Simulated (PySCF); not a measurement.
Isomers of C5H8FN3, mass 129.070 u with the commonest isotopes. The calculation used CAM-B3LYP/def2-SVPD in PySCF (dipole) on a GFN2-xTB geometry, gas phase. One conformer each, none proved a minimum here; rigid rotors.

Task: Order these by dipole moment, largest first.
A. `[CH3:1][CH2:2][c:3]1[c:4]([F:5])[n:6][n:7][n:8]1[CH3:9]` with C1–C2–C3–C4 89°
B. `[CH3:1][CH:2]([CH3:3])[c:4]1[n:5][nH:6][c:7]([F:8])[n:9]1` with C1–C2–C4–N5 -120°
C. `[CH3:1][CH2:2][CH2:3][n:4]1[n:5][cH:6][c:7]([F:8])[n:9]1` with C1–C2–C3–N4 -67°, C2–C3–N4–N5 99°

Result: A (5.78 D), C (2.08 D), B (1.67 D).

Task: Order these by out-of-plane moment Σ m c² = (Ia + Ib − Ic)/2, largest first.
A. `[CH3:1][CH2:2][c:3]1[c:4]([F:5])[n:6][n:7][n:8]1[CH3:9]` with C1–C2–C3–C4 89°
B. `[CH3:1][CH:2]([CH3:3])[c:4]1[n:5][nH:6][c:7]([F:8])[n:9]1` with C1–C2–C4–N5 -120°
C. `[CH3:1][CH2:2][CH2:3][n:4]1[n:5][cH:6][c:7]([F:8])[n:9]1` with C1–C2–C3–N4 -67°, C2–C3–N4–N5 99°

Result: B (53.84 u·Å²), C (52.04 u·Å²), A (21.05 u·Å²).

Task: Order these by rotational constant A, smallest first.
A. `[CH3:1][CH2:2][CH2:3][n:4]1[n:5][cH:6][c:7]([F:8])[n:9]1` with C1–C2–C3–N4 -67°, C2–C3–N4–N5 99°
B. `[CH3:1][CH2:2][c:3]1[c:4]([F:5])[n:6][n:7][n:8]1[CH3:9]` with C1–C2–C3–C4 89°
C. `[CH3:1][CH:2]([CH3:3])[c:4]1[n:5][nH:6][c:7]([F:8])[n:9]1` with C1–C2–C4–N5 -120°

Result: B (1939 MHz), C (3539 MHz), A (3763 MHz).

```csv
SMILES,point group,Ia (u·Å²),Ib (u·Å²),Ic (u·Å²),κ,μa (D),μb (D),μc (D)
CCc1c(F)nnn1C,C1,260.65,277.49,496.04,0.74,5.68,0.42,0.99
CC(C)c1n[nH]c(F)n1,Cs,142.80,491.76,526.86,-0.95,0.91,1.40,0.02
CCCn1ncc(F)n1,C1,134.31,511.12,541.34,-0.96,1.99,0.51,0.36
```
